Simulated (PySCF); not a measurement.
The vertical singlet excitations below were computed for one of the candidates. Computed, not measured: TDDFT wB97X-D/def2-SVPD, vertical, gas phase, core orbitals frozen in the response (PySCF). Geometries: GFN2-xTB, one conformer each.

```tsv
state	λ (nm)	f
S1	181.8	0.044
S2	177.6	0.056
S3	174.4	0.038
S4	169.0	0.019
S5	165.9	0.142
S6	160.2	0.022
S7	159.6	0.0074
S8	155.4	0.0056
```

Triplets computed (Tamm–Dancoff): 4.54, 6.43, 6.83 eV.

Task: Which candidate is it? All have the formula C4H8O2Si.
A. `C([SiH2]OC=C)C=O`
B. `COC[SiH2]C=C=O`
C. `O([C@@]1(C=O)[SiH2]C1)C`
D. `O=C[C@@H]1C[C@@H]1O[SiH3]`
E. `C1=C[C@@H](OC)O[SiH2]1`

Result: E. Its S1, at 6.82 eV, is the highest among the candidates; the nearest of the others has S1 at 4.40 eV. S1 is HOMO→LUMO (70%), HOMO-2→LUMO (10%), HOMO-3→LUMO (10%). Löwdin shares by element: HOMO carbon 38% or more, oxygen 31% or more (atoms not listed hold the other 31%); LUMO carbon 64% or more, silicon 10%, hydrogen 5% or more (atoms not listed hold the other 21%). At the same level the other candidates give, for their lowest levels:
- `COC[SiH2]C=C=O`: 294 nm (f 0.001); 187 nm (f 0.015); 183 nm (f 0.007); 177 nm (f 0.031); 171 nm (f 0.005); T1 3.94 eV; HOMO -8.88, LUMO 1.03 eV
- `CO[C@]1(C=O)C[SiH2]1`: 290 nm (f 0.010); 230 nm (f 0.224); 200 nm (f 0.018); 194 nm (f 0.063); 182 nm (f 0.007); T1 3.71 eV; HOMO -8.65, LUMO 0.61 eV
- `O=C[C@@H]1C[C@@H]1O[SiH3]`: 283 nm (f 0.000); 184 nm (f 0.050); 173 nm (f 0.051); 171 nm (f 0.101); 164 nm (f 0.033); T1 3.84 eV; HOMO -9.26, LUMO 1.14 eV
- `C=CO[SiH2]CC=O`: 282 nm (f 0.001); 200 nm (f 0.008); 186 nm (f 0.017); 175 nm (f 0.110); 169 nm (f 0.029); T1 3.87 eV; HOMO -8.95, LUMO 0.89 eV

The values belong to the conformer `[CH3:1][O:2][C@@H:3]1[CH:4]=[CH:5][SiH2:6][O:7]1`: C1–O2–C3–C4 -176°.
